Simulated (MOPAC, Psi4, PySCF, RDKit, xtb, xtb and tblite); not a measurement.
Two geometries of C₇H₁₀O, SMILES CCCc1ccco1, relaxed at GFN2-xTB with one dihedral held; other torsions can differ between them too.

Structure A

```
18

C      2.1453    -0.1647     0.8775
C      1.7060     0.6529    -0.3314
C      0.6149    -0.0487    -1.1411
C     -0.7218    -0.0465    -0.4690
C     -1.9151    -0.5660    -0.8810
C     -2.8524    -0.2752     0.1404
C     -2.1608     0.3974     1.0966
O     -0.8724     0.5386     0.7362
H      1.3099    -0.3298     1.5521
H      2.5324    -1.1321     0.5630
H      2.9283     0.3570     1.4230
H      2.5674     0.8217    -0.9816
H      1.3388     1.6258    -0.0010
H      0.9114    -1.0833    -1.3378
H      0.5081     0.4450    -2.1121
H     -2.1032    -1.0884    -1.7968
H     -3.8917    -0.5326     0.1550
H     -2.4531     0.8124     2.0405
```

Structure B

```
18

C      2.0390    -0.1206     0.8991
C      1.7146     0.6412    -0.3785
C      0.6290    -0.0546    -1.2139
C     -0.6890    -0.0761    -0.5189
C     -1.2501    -0.9702     0.3452
C     -2.5199    -0.4464     0.6938
C     -2.6369     0.7245     0.0150
O     -1.5364     0.9560    -0.7222
H      1.1565    -0.2025     1.5288
H      2.3896    -1.1237     0.6660
H      2.8161     0.3934     1.4601
H      2.6167     0.7306    -0.9874
H      1.3782     1.6494    -0.1283
H      0.9383    -1.0803    -1.4233
H      0.5119     0.4770    -2.1601
H     -0.8186    -1.8891     0.6865
H     -3.2392    -0.8847     1.3550
H     -3.4204     1.4544    -0.0306
```

**Question.** Which is lower in energy at the level B3LYP-D3(BJ)/def2-SVP // GFN2-xTB (Psi4), and by how much?

**Answer.** B is lower, by 1.69 kcal/mol (dihedral C2–C3–C4–O8: 0° in A, 90° in B).

E(B) − E(A) in kcal/mol at the other levels, on the same two geometries: GFN2-xTB (xtb and tblite) -1.55; MMFF94 // GFN2-xTB (RDKit) -1.57; B3LYP/def2-SVP // GFN2-xTB (Psi4) -1.47; PBE/def2-SVP // GFN2-xTB (Psi4) -1.53; PBE-D3(BJ)/def2-SVP // GFN2-xTB (Psi4) -1.67; UFF // GFN2-xTB (RDKit) -0.60; AM1, restricted, heats of formation // GFN2-xTB (MOPAC) -0.74; PM7, restricted, heats of formation // GFN2-xTB (MOPAC) -0.87; GFN1-xTB // GFN2-xTB (xtb) -0.82; restricted B3LYP/6-31G*, spherical d, density fitting // GFN2-xTB (PySCF) -1.87; restricted LDA (SVWN5)/6-31G*, spherical d, density fitting // GFN2-xTB (PySCF) -1.61; restricted Hartree-Fock/STO-3G // GFN2-xTB (PySCF) -1.14; restricted Hartree-Fock/6-31G*, spherical d, density fitting // GFN2-xTB (PySCF) -1.91.
